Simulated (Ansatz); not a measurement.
Saddle point of BSiH₇O₂, closed shell (SiH₄O ([OH][SiH3]) + BH₃O ([BH2][OH]) → BSiH₅O ([BH2][O][SiH3]) + H₂O (still joined by a long B–O bond); bonds formed: B1–O6, O2–H5; bonds broken: H5–O6; bonds weakened to dative contacts: B1–O2), PBE0-D4/def2-TZVP structure:

B1  (-0.073, 0.920, -0.798)
O2  (1.470, 0.991, -0.796)
H3  (-0.484, 0.183, -1.656)
H4  (-0.588, 2.000, -0.683)
H5  (1.115, 0.425, 0.258)
O6  (0.001, 0.175, 0.593)
Si7  (-0.665, -1.328, 0.866)
H8  (1.785, 1.888, -0.659)
H9  (-0.241, -1.750, 2.223)
H10  (-0.182, -2.300, -0.145)
H11  (-2.139, -1.204, 0.797)
(Å)

Energies are electronic, without zero-point energy. Barriers and step energies count from the start structure reached by relaxing down the imaginary mode; all methods use the PBE0-D4 structures, on which another method's saddle can fall below an end. Program: Ansatz 0.2.0. Basis: def2-TZVPP, with def2-QZVPP for the basis limit. Cores are frozen in the correlated methods. B3LYP uses VWN-RPA correlation. Extrapolation: Hartree–Fock as exp(−7.88 √X), correlation as X^−2.97.

```json
{"method": "SPW92", "barrier (kcal/mol)": "0.62", "step energy (kcal/mol)": "-6.15"}
{"method": "PBE-D4", "barrier (kcal/mol)": "10.18", "step energy (kcal/mol)": "-1.01"}
{"method": "BLYP-D4", "barrier (kcal/mol)": "15.08", "step energy (kcal/mol)": "1.40"}
{"method": "r2SCAN-D4", "barrier (kcal/mol)": "12.11", "step energy (kcal/mol)": "-1.20"}
{"method": "B97M-V", "barrier (kcal/mol)": "16.57", "step energy (kcal/mol)": "-0.63"}
{"method": "PBE0-D4", "barrier (kcal/mol)": "?", "step energy (kcal/mol)": "-1.54"}
{"method": "B3LYP-D4", "barrier (kcal/mol)": "15.77", "step energy (kcal/mol)": "0.66"}
{"method": "r2SCAN0-D4", "barrier (kcal/mol)": "13.08", "step energy (kcal/mol)": "-1.59"}
{"method": "BHLYP-D4", "barrier (kcal/mol)": "18.16", "step energy (kcal/mol)": "0.27"}
{"method": "CAM-B3LYP-D4", "barrier (kcal/mol)": "14.53", "step energy (kcal/mol)": "-0.27"}
{"method": "wB97X-V", "barrier (kcal/mol)": "14.43", "step energy (kcal/mol)": "-0.48"}
{"method": "wB97M-V", "barrier (kcal/mol)": "14.43", "step energy (kcal/mol)": "-0.64"}
{"method": "B2PLYP", "barrier (kcal/mol)": "?", "step energy (kcal/mol)": "0.47"}
{"method": "PBE-QIDH", "barrier (kcal/mol)": "12.66", "step energy (kcal/mol)": "-1.82"}
{"method": "RPA on PBE", "barrier (kcal/mol)": "14.60", "step energy (kcal/mol)": "0.10"}
{"method": "HF", "barrier (kcal/mol)": "?", "step energy (kcal/mol)": "3.93"}
{"method": "MP2", "barrier (kcal/mol)": "12.74", "step energy (kcal/mol)": "-1.09"}
{"method": "CCSD", "barrier (kcal/mol)": "16.53", "step energy (kcal/mol)": "-0.03"}
{"method": "CCSD(T)", "barrier (kcal/mol)": "14.52", "step energy (kcal/mol)": "-0.56"}
```

Task: Fill in the withheld barriers. (Judge from chemistry; the value comes from the calculation.)

Result: The calculation gives: HF 28.55; B2PLYP 15.70; PBE0-D4 11.83 kcal/mol. Each is the energy of the saddle less that of the start structure, by the same method.

For comparison, the barrier by CCSD(T) at an estimated basis limit (MP2 extrapolated from triple and quadruple zeta, plus CCSD(T) − MP2 in triple zeta) is 14.96 kcal/mol.

T1 diagnostic: at most 0.013.

Labels in which every atom is bracketed show which atoms are joined, not bond orders.

For scale, one of the runs: CCSD(T)/def2-TZVPP, 233 basis functions, launched by `ansatz run in.yaml --threads 4 --pin off --events-out ev --progress --plain --max-ram 9574MiB`. Time: 55 s of wall clock on 4 CPU threads of an Intel Xeon Platinum 8488C; the host was shared. Peak host memory: 4.2 GiB.
